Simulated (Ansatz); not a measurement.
Species: SiNH₂Br, charge 0, singlet. SiNH2Br (SMILES N[Si]Br).
B3LYP-D3(BJ)/def2-TZVP minimum from Ansatz (an electronic-structure program):
```
N
H 1 1.0104
H 1 1.0105 2 112.79
Si 1 1.7058 2 120.95 3 180.00
Br 4 2.3043 1 98.31 2 -180.00
```

Property: atomisation energy (electronic, to ground-state atoms), in kJ/mol. Open shells are spin-unrestricted; no spin-orbit coupling. Correlated methods leave the cores frozen (noble-gas shells, and filled d and f shells in the p block). No relativity. CBS(X,Y): correlation extrapolated as X^-3, Hartree-Fock from the larger set. A bracket is a step between two methods taken in the basis named. Double hybrids freeze cores in their MP2 part. For partners of very few electrons the exact lower level stands in for a higher one. Spin-orbit terms, left out, reach several kcal/mol for Br and I, and more for heavier atoms.

CCSD(T)/CBS(def2-TZVPP,def2-QZVPP) + [CCSDT(Q) - CCSD(T)]/def2-TZVPP (Ansatz) gives 1595.4 kJ/mol.

Task: What does PBE/def2-TZVPD (Ansatz) give here, and how do the other levels compare?

Result: PBE gives 1623.6 kJ/mol, 28.2 kJ/mol above it. Differences of the others: r2SCAN/def2-TZVPD (Ansatz) -11.3; B3LYP/def2-TZVPD (Ansatz) -15.3; PBE0/def2-TZVPD (Ansatz) -16.4; wB97M-V/def2-TZVPD (Ansatz) 11.6; B2PLYP/def2-TZVPD (Ansatz) -27.0; CCSD(T)/CBS(def2-TZVPP,def2-QZVPP) (Ansatz) -0.8 kJ/mol.
